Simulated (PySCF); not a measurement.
## BeAl: a composite coupled-cluster calculation

State: ²Π, doublet, unpaired electrons π ↑. De refers to Be + Al. ROHF-based CCSD(T) in PySCF 2.14 with Be cc-pVTZ, Al cc-pV(T+d)Z and Be cc-pVQZ, Al cc-pV(Q+d)Z (frozen core orbitals: 6; no relativity). Correlation energies are extrapolated as n⁻³ (n = 3, 4), Hartree–Fock as (n+1)·exp(−9√n). CV is the change on freezing 1 orbitals instead, in Be cc-pCVTZ, Al cc-pwCVTZ. SR is the spin-free X2C energy in Be cc-pVTZ-DK, Al cc-pVTZ-DK less the non-relativistic one in Be cc-pVTZ, Al cc-pVTZ.

```
            Level  Re (Å)  ωe (cm⁻¹)  ωexe (cm⁻¹)  αe (cm⁻¹)  De (eV)
       CCSD(T)/TZ  2.4334      380.5         6.57    0.00716    0.507
       CCSD(T)/QZ  2.4231      386.2         6.37    0.00705    0.542
           HF/CBS  2.6910        131          n/a        n/a    0.025
          MP2/CBS  2.4122      419.6          n/a        n/a    0.569
         CCSD/CBS  2.4408      354.1         8.11    0.00906    0.400
      CCSD(T)/CBS  2.4174      390.2         6.29    0.00697    0.566
   CCSD(T)/CBS+CV  2.4077      392.0         6.30    0.00705    0.573
CCSD(T)/CBS+CV+SR  2.4084      390.9         6.31    0.00708    0.571
```

Q: How much is left between CCSD(T)/QZ and the basis-set limit, and how much do the triples give at the limit?

A: CCSD(T)/CBS less CCSD(T)/QZ: -5.7 mÅ in Re, +4.0 cm⁻¹ in ωe and +0.024 eV in De. CCSD(T)/CBS less CCSD/CBS: -23.4 mÅ in Re, +36.1 cm⁻¹ in ωe and +0.166 eV in De.

Q: What do the later terms add?

A: CV: -9.7 mÅ in Re, +1.8 cm⁻¹ in ωe and +0.007 eV in De; SR: +0.7 mÅ in Re, -1.1 cm⁻¹ in ωe and -0.002 eV in De, each against the row above.

The T1 diagnostic is 0.031. The state was picked by a PBE0 search and need not be the measured ground state. Spin–orbit coupling, excitations beyond (T) and corrections to the Born–Oppenheimer picture are left out.

The whole job (state search and all basis sets along the bond) took about 10 min on 4 threads of Intel Xeon Platinum 8488C (shared host), peak memory 9.3 GiB.
